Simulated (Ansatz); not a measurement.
`[CH3][AlH]/[CH]=C/I` and `C=CI` differ in one atom or group.

Ansatz, PBE0-D4/def2-TZVP geometries, multiplicity 1. Each molecule was computed in one conformer, which needn't be the lowest.

Elements past krypton have def2 core potentials.

| property | `[CH3][AlH]/[CH]=C/I` |
| --- | --- |
| LUMO energy (B3LYP/def2-TZVPP) / eV | -1.79 |
| size of the dipole moment (ωB97M-V/def2-TZVPP) / D | 1.77 |
| HOMO energy (PBE0/def2-TZVPP) / eV | -7.10 |
| HOMO–LUMO gap (ωB97M-V/def2-TZVPP) / eV | 9.30 |
| LUMO energy (ωB97M-V/def2-TZVPP) / eV | 0.13 |
| size of the dipole moment (B3LYP/def2-TZVPP) / D | 1.69 |

**Question.** Give the same properties after the change, and the shifts. (Estimate.)

**Answer.** The calculation gave: 
```
                                          property  `C=CI`  shift
               LUMO energy (B3LYP/def2-TZVPP) / eV   -0.87   0.92
size of the dipole moment (ωB97M-V/def2-TZVPP) / D    1.30  -0.47
                HOMO energy (PBE0/def2-TZVPP) / eV   -7.09   0.01
           HOMO–LUMO gap (ωB97M-V/def2-TZVPP) / eV   10.54   1.24
             LUMO energy (ωB97M-V/def2-TZVPP) / eV    1.36   1.23
  size of the dipole moment (B3LYP/def2-TZVPP) / D    1.25  -0.44
```

Dipoles are sizes alone; their direction can turn.

B3LYP here is the variant with VWN-RPA as its local correlation; programs differ in this.

Spin–orbit coupling is left out; it splits and shifts lone-pair levels of the heavy atoms by tenths of an eV.
